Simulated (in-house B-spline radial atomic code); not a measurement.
## Response and correlation of Os LIX (Os58+)

Closed shell [Ne] 3s2 3p6. Computed with a B-spline radial code for spherical atoms: Dirac-Hartree-Fock, relativistic RPA (time-dependent Dirac-Hartree-Fock) for the response and second-order many-body perturbation theory for correlation, no-pair Dirac-Coulomb Hamiltonian, finite nucleus.

Command:
```bash
python run_mb.py task.json out
```
Settings (nuclear radius in fm, box in bohr, cutoff in hartree):
```
basis_form          2
Z                   76
core_configuration  [Ne] 3s2 3p6
rms_radius          5.4126
mass_number         192
speed_of_light      137.036
box_radius          1.724
lmax                7
intervals           55
virtual_cutoff      144400.0
```

Cost of the run: 2.5 s on 1 thread of Intel(R) Xeon(R) Platinum 8259CL CPU @ 2.50GHz, with other jobs on the host.

```json
{"multipole (bohr³, bohr⁵, bohr⁷)": "dipole", "uncoupled": "0.0035405", "coupled RPA": "0.0034257"}
{"multipole (bohr³, bohr⁵, bohr⁷)": "quadrupole", "uncoupled": "5.6383e-05", "coupled RPA": "5.8754e-05"}
{"multipole (bohr³, bohr⁵, bohr⁷)": "octupole", "uncoupled": "4.1169e-06", "coupled RPA": "?"}
```

(1) What is the coupled octupole polarisability?

(2) Which subshells carry the dipole polarisability?

(3) What does the dipole shielding factor come to?

Dipole polarisability at imaginary frequency:

```csv
u (Eh),α(iu) (bohr³)
0,0.003426
22.7,0.001481
68,0.0005014
136,0.0002464
227,0.0001333
453,5.055e-05
906,1.626e-05
2270,3.012e-06
```

(4) What dispersion coefficients follow for two such ions (the dispersion part alone)?

Lowest J = 1 odd-parity excitations:

```
energy (eV)  oscillator strength  leading channel  weight
     259.73              0.00794     3p3/2 → d3/2   0.972
     391.59                 0.42     3p3/2 → d5/2   0.948
     692.72                0.602     3p1/2 → d3/2   0.993
     2593.8                0.328     3p3/2 → s1/2     1.0
     2944.4                0.057     3p3/2 → d3/2   0.969
       2982                 1.77     3p3/2 → d5/2   0.834
     2993.9               0.0379     3p1/2 → s1/2   0.853
     3303.1                0.415     3s1/2 → p1/2   0.944
```

Second-order correlation energy by the highest angular momentum of the excited pair (hartree): s -0.02719, p -0.1925, d -0.6895, f -0.1386, g -0.05295, h -0.01926, i -0.008677, k -0.004463.

(5) What is the second-order correlation energy at the partial-wave limit?

Answers

(1) 4.9308e-06 atomic units, +20 % against the uncoupled value.

(2) 3p3/2 78.7 %, 3p1/2 19.5 %, 3s1/2 1.3 %.

(3) The dipole shielding factor is 0.237, against the exact N/Z = 18/76 = 0.237 of the non-relativistic theorem.

(4) C6 = (3/π)∫α(iu)²du = 0.0001868 hartree·bohr⁶ and C8 = 2.721e-05 hartree·bohr⁸.

(5) The listed waves sum to -1.1332 hartree; extrapolating the increments as (l + 1/2)⁻⁴ gives -1.1423 hartree, -1.73 eV per electron.
